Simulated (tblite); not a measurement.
Input of a run (GFN2-xTB geometry optimisation, gas phase (tblite 0.8.0)), started from a force field or distance geometry:
```
{"job": {"kind": "relax", "xc": "GFN2-xTB", "basis": "xTB"}, "charge": 0, "multiplicity": 1}
C      2.415200     0.100600    -0.053800
S      1.262800    -0.790700    -1.140000
C     -0.269400    -0.202800    -0.545100
C     -1.333100    -1.067100    -0.174400
C     -2.451700    -0.385200     0.256500
S     -2.232800     1.311000     0.159900
C     -0.632700     1.128700    -0.440200
H      3.432900    -0.237200    -0.237200
H      2.172500    -0.082900     0.999500
H      2.360700     1.176300    -0.248700
H     -1.283500    -2.158200    -0.189700
H     -3.394000    -0.794200     0.597600
H     -0.051400     2.002200    -0.666500
```

Output (eV, eV/Å):
```
step      E/eV     max force
  0    -550.25938    1.316
  1    -550.30298    0.393
  2    -550.31125    0.177
  3    -550.31452    0.146
  4    -550.31786    0.107
  5    -550.31899    0.094
  6    -550.31983    0.067
  7    -550.32037    0.065
  8    -550.32092    0.068
  9    -550.32133    0.061
 10    -550.32156    0.029
 11    -550.32167    0.031
 12    -550.32175    0.031
 13    -550.32186    0.036
 14    -550.32200    0.049
 15    -550.32219    0.052
 16    -550.32242    0.054
 17    -550.32271    0.052
 18    -550.32307    0.061
 19    -550.32350    0.087
 20    -550.32403    0.089
 21    -550.32464    0.064
 22    -550.32533    0.061
 23    -550.32605    0.064
 24    -550.32674    0.085
 25    -550.32737    0.075
 26    -550.32797    0.071
 27    -550.32863    0.073
 28    -550.32957    0.132
 29    -550.33110    0.199
 30    -550.33337    0.233
 31    -550.33598    0.185
 32    -550.33813    0.124
 33    -550.33770    0.165
 34    -550.34029    0.104
 35    -550.34106    0.083
 36    -550.34278    0.080
 37    -550.34367    0.098
 38    -550.34536    0.115
 39    -550.34786    0.120
 40    -550.34863    0.254
 41    -550.35537    0.221
 42    -550.35956    0.213
 43    -550.36618    0.167
 44    -550.36765    0.128
 45    -550.36926    0.108
 46    -550.37386    0.115
 47    -550.37489    0.099
 48    -550.37677    0.073
 49    -550.37743    0.049
 50    -550.37783    0.041
 51    -550.37816    0.044
 52    -550.37852    0.073
 53    -550.37890    0.069
 54    -550.37930    0.055
 55    -550.37964    0.038
 56    -550.37985    0.036
 57    -550.37998    0.026
 58    -550.38006    0.023
 59    -550.38012    0.022
 60    -550.38018    0.024
 61    -550.38028    0.031
 62    -550.38042    0.035
 63    -550.38060    0.031
 64    -550.38080    0.038
 65    -550.38101    0.039
 66    -550.38128    0.047
 67    -550.38169    0.057
 68    -550.38216    0.050
 69    -550.38254    0.048
 70    -550.38281    0.050
 71    -550.38315    0.046
 72    -550.38347    0.039
 73    -550.38377    0.029
 74    -550.38399    0.023
 75    -550.38412    0.027
 76    -550.38423    0.026
 77    -550.38437    0.025
 78    -550.38452    0.027
 79    -550.38461    0.018
 80    -550.38466    0.013
 81    -550.38468    0.010
```

Question: Summarise the run.

Answer: The energy falls by 2.9 kcal/mol over 81 L-BFGS steps, the largest force on an atom goes from 1.32 to 0.010 eV/Å, and the atoms move by 0.555 Å rms after alignment. The bond that changes most is C4–C5 (aromatic CH carbon to aromatic CH next to a ring sulfur), which shortens by 0.027 Å. Bonds longer at the end by more than 0.005 Å: 3 of 13; shorter: 6. Among the angles that change most is S2–C1–H8, from 109.9° to 106.1°. Among the dihedrals that turn most is C1–S2–C3–C7, from 55° to 0°. The energy rose by more than 1e-5 eV at step 33. The first step brought 35 % of the lowering.

Question: What are the final bond lengths?

Answer: C1–S2 1.814 Å, S2–C3 1.757 Å, C3–C4 1.422 Å, C4–C5 1.353 Å, C5–S6 1.720 Å, S6–C7 1.724 Å, C3–C7 1.360 Å, C1–H8 1.085 Å, C1–H9 1.086 Å, C1–H10 1.086 Å, C4–H11 1.074 Å, C5–H12 1.071 Å, C7–H13 1.070 Å. Numbering counts from 1 in the input's order; the species is `CSc1ccsc1`.

Its GFN2-xTB frequencies are all real (lowest 46 cm⁻¹). One conformer, not necessarily the lowest.

These are computed values.
